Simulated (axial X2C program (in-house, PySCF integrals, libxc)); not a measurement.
**Nuclear properties of CTaO**

Computed with an in-house all-electron X2C program for linear molecules (integrals from PySCF): two-component X2C with atomic mean-field Coulomb and Gaunt terms, Gaussian nuclei, basis C dyall-v3z, Ta dyall-v3z, O dyall-av3z with contracted cores.

C–Ta–O held linear, with bonds 2.173 and 1.733 Å (near the PBE0 minimum at charge 0 of the determinant lowest at the starting distance; the state shown can have its own minimum elsewhere, held linear; other orders of the atoms were not compared).

Determinant lowest in the PBE0 search, Ω = 1/2 (⟨Sz⟩ = 2.48, ⟨Lz⟩ = -1.98 at PBE0), spin on the atoms C 1.22, Ta 1.22, O 0.05:

```json
{"level": "PBE0", "Eeff magnitude (GV/cm)": "5.66", "Ws magnitude Ta (kHz)": "7.3", "A∥/gI C (MHz)": "129", "qzz C (a.u.)": "-0.23", "A∥/gI Ta (MHz)": "11500", "qzz Ta (a.u.)": "-12.60", "A∥/gI O (MHz)": "62.8", "qzz O (a.u.)": "-0.92", "μ (D)": "-1.52"}
{"level": "HF", "Eeff magnitude (GV/cm)": "7.66", "Ws magnitude Ta (kHz)": "13.3", "A∥/gI C (MHz)": "228", "qzz C (a.u.)": "-0.21", "A∥/gI Ta (MHz)": "10800", "qzz Ta (a.u.)": "-14.05", "A∥/gI O (MHz)": "60.4", "qzz O (a.u.)": "-1.18", "μ (D)": "-2.40"}
{"level": "B3LYP", "Eeff magnitude (GV/cm)": "6.58", "Ws magnitude Ta (kHz)": "8.86", "A∥/gI C (MHz)": "178", "qzz C (a.u.)": "-0.25", "A∥/gI Ta (MHz)": "11800", "qzz Ta (a.u.)": "-12.49", "A∥/gI O (MHz)": "63.6", "qzz O (a.u.)": "-0.92", "μ (D)": "-1.41"}
```

Eeff is the effective electric field on the electron electric dipole moment in this Ω state and Ws the scalar–pseudoscalar constant of the nucleus named (defined with the proton number Z and per Ω); A∥ (defined per Ω) follows by multiplying with gI = μI/(I μN); qzz is the electric field gradient, eQq0 = 234.96 MHz × Q/barn × qzz; μ is positive if the O end (last atom) is positive. The operators were transformed with the bare-nucleus X2C matrices; with these basis sets, hyperfine constants and field gradients can be off by tens of per cent, and where levels differ in sign neither size nor sign is settled.

Question: With gI(13C) = 1.4048, gI(181Ta) = 0.6773, Q(181Ta) = 3.17 barn, gI(17O) = -0.7575, Q(17O) = -0.02558 barn (g factors from the IAEA table of nuclear moments by Stone; Q from Pyykkö, Mol. Phys. 2018), turn the PBE0 values of the first state into constants in MHz.

Answer: A∥(13C) = 129 × 1.4048 = 181 MHz; A∥(181Ta) = 11500 × 0.6773 = 7790 MHz; eQq0(181Ta) = 234.96 × (3.17) × (-12.60) = -9380 MHz; A∥(17O) = 62.8 × -0.7575 = -47.6 MHz; eQq0(17O) = 234.96 × (-0.02558) × (-0.92) = 5.53 MHz.

The molecule was held linear; bending was not examined, so a bent shape may lie lower.

Each state is one determinant with collinear spin, which with several unpaired electrons need not be a pure state. Unrestricted Hartree–Fock can overshoot spin polarisation at the nuclei. With several open shells hyperfine constants can be off by a factor of several. States lie within half an eV, so the first need not be the ground state. Further determinants of the search, some of them spin-mixed, are not shown.
